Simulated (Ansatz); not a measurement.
A calculation with Ansatz (development build ahead of 0.2.0).

```yaml
crystal:
  periodic: [false, false, false]
  atoms:
    - { symbol: K, position_ang: [0.0, 0.0, 0.0] }
    - { symbol: F, position_ang: [0.0, 0.0, 4.34] }
basis:
  gaussian: { orbitals: def2-SVP }
magnetization:
  spin_polarized: true
hamiltonian:
  xc: pbe0
scf:
  omitted_lower_state_checks: [stability, starts, atomic_configurations, cluster_reference, orbital_swaps, given_window_search, neighbouring_geometries, increment]
output:
  forces: true
```

The input is written out in the form of the current development build from the run's settings.

Output:

```json
{
 "Converged": "yes",
 "Total energy": "-699.25798 hartree",
 "Spin squared of the determinant": "0.000"
}
```

Forces (eV/Å):
```csv
atom,Fx,Fy,Fz
K1,0.000,0.000,0.882
F2,0.000,0.000,-0.882
```

This is not the lowest solution: another run reaches a determinant 0.15 eV lower.
